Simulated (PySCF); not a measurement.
## C₆ coefficients of unlike pairs at UHF

Calculated with PySCF 2.14 from the dipole response of each species, C₆(A,B) = (3/π) ∫ α_A(iu) α_B(iu) du, in atomic units, from isotropic polarisabilities. For ions this is the dispersion term alone; charge-induced terms of lower order in 1/R come first.

```tsv
species	configuration	basis	relativity	α (bohr³)	C₆ (like pair)
Os³⁺	[Xe] 4f14 5d5 (6S)	aug-cc-pwCVTZ-PP with ECP60MDF (8s8p7d4f3g)	core potential	6.564	35.25
B⁺	[He] 2s2 (1S)	def2-QZVPPD (8s4p4d2f1g)	none	11.36	31.63
N	[He] 2s2 2p3 (4S)	dyall-av3z (15s9p3d2f)	spin-free X2C	7.112	23.12
Cr³⁺	[Ar] 3d3 (4F)	aug-cc-pVDZ-DK (7s6p4d2f)	spin-free X2C	1.808	4.325
```

**Question.** Estimate C₆ for B⁺ with Os³⁺.

**Answer.** The integral gives 28.18. The combination rule 2 C_A C_B / (C_A α_B/α_A + C_B α_A/α_B) gives 28.12 and the geometric mean 33.39.

No spin-orbit coupling is included.

The other pairs:

```
      pair     C₆
     N, B⁺  25.68
  Cr³⁺, B⁺  8.638
   N, Os³⁺  27.53
Cr³⁺, Os³⁺  12.09
   Cr³⁺, N  8.946
```
